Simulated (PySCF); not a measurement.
## Ionisation energy of Sb by level of theory

Sb [Kr] 4d10 5s2 5p3 (4S) → Sb+ [Kr] 4d10 5s2 5p2 (3P), as a difference of total energies. All numbers are calculated (PySCF 2.14, scalar relativity through the core potential, in aug-cc-pVQZ-PP with one added diffuse shell each of s, p, d, f, g type with ECP28MDF (8s8p6d4f3g, 117 functions)). Correlated levels: valence: 4s2 4p6 4d10 frozen. The calculations carry no spin-orbit coupling.

| method | ionisation energy (eV) |
| --- | --- |
| UHF | 8.576 |
| LDA | 9.121 |
| PBE | 8.964 |
| PBE0 | 9.040 |
| r2SCAN | 9.167 |
| wB97X-V | 8.820 |
| M06 | 8.660 |
| B3LYP | 8.936 |
| MP2 (valence) | 9.027 |
| SCS-MP2 (valence) | 8.899 |

Errors of the correlated levels include the incompleteness of this basis and the frozen core.

Which method comes closest to the reference value, and which is furthest?

The reference is 9.124 eV (measured; NIST levels, between the centres of gravity of the two terms). Closest: LDA (error -0.003 eV); furthest: UHF (error -0.548 eV).
